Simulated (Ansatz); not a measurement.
`CCC[BH][AlH2]` + `C[SeH]` → `C[Se][BH][AlH2]` + `CCC`  (ligand exchange at a B–C bond)

Gas-phase electronic energies from Ansatz, PBE0-D4/def2-TZVP geometries. CBS: MP2 limit from def2 TZ/QZ plus the TZ coupled-cluster correction, frozen cores. Functionals use def2-TZVPP. B3LYP here is the variant with VWN-RPA as its local correlation; programs differ in this. For Se outer-core shells are correlated without core-valence functions, which leaves a few kJ/mol of doubt a bond. Scalar relativity is left out up to krypton. One conformer a species, not always the lowest.

```tsv
level	ΔE (kcal/mol)	difference from CCSD(T)/CBS
r2SCAN-D4	-28.3	-0.2
B2PLYP	-27.9	0.2
PBE	-28.5	-0.4
r2SCAN	-28.5	-0.4
PBE0	-27.6	0.5
B3LYP	-27.1	1.0
MP2/def2-TZVPP	-29.1	-1.0
HF/def2-QZVPP	-24.4	3.7
HF/CBS(def2)	-24.4	3.7
MP2/CBS(def2)	-29.2	-1.1
CCSD(T)/CBS	-28.1	0
```

Largest T1 diagnostic among the species: 0.014.

From PBE to PBE0 (25 % exact exchange), in def2-TZVPP and without D4, ΔE moves by +0.8 kcal/mol. In def2-TZVPP, CCSD(T) changes the Hartree–Fock value by −3.3 kcal/mol (the triples alone add −1.0 kcal/mol) and MP2 by −4.5 kcal/mol.
